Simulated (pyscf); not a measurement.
This saddle point was located with ωB97X-D3(BJ)/def2-SVP in PySCF.

```xyz
5

C     -1.4887    -0.6842     0.2119
Se    -0.3356     0.7376     0.7663
H     -0.1546    -0.1813    -0.4661
H     -2.3391    -0.4669    -0.4400
H     -1.3409    -1.6886     0.6176
```
Charge 0, spin multiplicity 2.

Surface: doublet, charge 0. Lowest wavenumbers (cm⁻¹): 1606i, 434, 559, 699, 870.

### Question
Which two sides does it connect, and which bonds change?

### Answer
H₃C–Se• ⇌ •H₂C–SeH, a hydrogen shift read from left to right: C–H broken and H–Se formed. At CCSD(T)/def2-TZVPP + ΔMP2(QZVPP) it lies +198.4 kJ/mol from the left side and +111.5 kJ/mol from the right (each side as separated species at their lowest minima found). This is the saddle that the search found; another between the same sides may lie lower. The CCSD(T) − MP2 part came from Ansatz, without density fitting, on the same reference. The frozen core leaves the outer d or s,p core shells of the metals and heavy elements correlated in the MP2 and CC values, and def2-TZVPP describes them poorly, which can shift differences by a few kcal/mol. Elements up to Kr have no core potential and no relativistic terms here.
